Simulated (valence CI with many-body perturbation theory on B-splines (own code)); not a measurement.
The numbers below are computed, except where a source is named.
## Sensitivity of CI+MBPT for Ho27+

Method: relativistic CI+MBPT: four valence electrons over a frozen Dirac-Fock core [Kr], radial functions for each j: 6 s, 6 p, 5 d, 5 f, 1 g, with the one-electron correlation potential Σ1 (screened to all orders), the two-electron term Σ2, the three-electron term Σ3, Breit, model QED; selected single and double excitations, second order for the rest, scaled by the run's own slope (own B-spline code, finite nucleus).

The last digits are not significant, and no measured levels were compared; by estimate large intervals hold to a few tenths of a per cent, small ones and those within an open d or f shell to about a per cent. Only levels of the ground parity were solved; by the run's estimate the other parity begins above the list, which can be wrong where configurations are misplaced.

The reference run has the lowest level (4d3/2^4) J=0 and an ionisation energy of 985.835 eV. Its largest variational space holds 8853 state functions.

Levels are named by their leading jj configuration (3d3/2^4 stands for four electrons in 3d with j = 3/2), which in mixed levels can hold well under half, so a name can repeat and another be missing. Letters in brackets count levels of one name in rising energy.

Changed runs:
A. cutoff of virtual states (hartree) 8978 → 1590
B. orbitals per symmetry with explicit Σ2 and valence Breit (the others get mean screening factors) 5 → 4
C. scale of Σ1 1 → 0.9
D. scale of Σ2 1 → -1 (bad on purpose)

Excitation energies of the reference run in cm⁻¹, and shifts in cm⁻¹:

```tsv
Level	Reference	A	B	C	D
(4d3/2^3 4d5/2) J=1	57926	-14	-19	-55	-81
(4d3/2^3 4d5/2) J=2	86551	-17	-11	-68	+1493
(4d3/2^3 4d5/2) J=4	91708	-13	+32	-57	+4871
(4d3/2^3 4d5/2) J=3	98001	-16	+8.1	-66	+3199
(4d3/2^2 4d5/2^2) J=0	142156	-26	+1.4	-106	-1351
(4d3/2^2 4d5/2^2) J=4 [a]	148794	-27	+14	-111	+3828
(4d3/2^2 4d5/2^2) J=2 [a]	151961	-24	+21	-96	+2551
(4d3/2^2 4d5/2^2) J=3 [a]	154287	-26	+17	-106	+4654
(4d3/2^2 4d5/2^2) J=5	166571	-26	+46	-110	+8325
(4d3/2^2 4d5/2^2) J=1	172792	-27	+16	-111	+1612
(4d3/2^2 4d5/2^2) J=6	175629	-26	+66	-112	+10507
(4d3/2^2 4d5/2^2) J=4 [b]	186162	-27	+54	-112	+7496
Ionisation energy (eV)	985.835	-0.015	+0.008	-0.259	-4.196
```
